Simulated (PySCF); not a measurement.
C2H2F, SMILES C=[C]F, multiplicity 2. Geometry optimised at PBE-D3(BJ)/def2-TZVP. The isomer is the one that the SMILES or the coordinates give; other isomers of the formula were not compared.

### Question
Give the equilibrium geometry at PBE-D3(BJ)/def2-TZVP (PySCF confirms it by a frequency run) as a Z-matrix, and its point group. (The exact figures need the calculation; the answer reports its results.)

### Answer
point group Cs.
```
C
C 1 1.3185
F 2 1.3181 1 130.21
H 1 1.0876 2 119.94 3 180.00
H 1 1.0954 4 119.18 2 180.00
```
Charge 0, spin multiplicity 2.
